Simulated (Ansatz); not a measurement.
System: sum formula Si2H5Cl, charge 0, multiplicity 1. SMILES: [SiH3][SiH2]Cl
Geometry: optimised at B3LYP-D3(BJ)/def2-TZVP (Ansatz, a program for electronic structure).

Parts of the frozen-core correlation energy in STO-3G (Ansatz, hartree). Frozen orbitals: 15; correlated occupied orbitals by spin: 10 and 10; virtual: 7 and 7. No spin-orbit coupling. No relativistic terms.

| term | value |
|---|---|
| reference (HF) | -1028.75960 |
| MP2 opposite-spin | -0.07853 |
| MP2 same-spin | -0.00369 |
| CCSD correlation | -0.11903 |
| (T) | -0.00109 |
| T1 diagnostic | 0.005 |
| largest doubles amplitude | 0.040 |
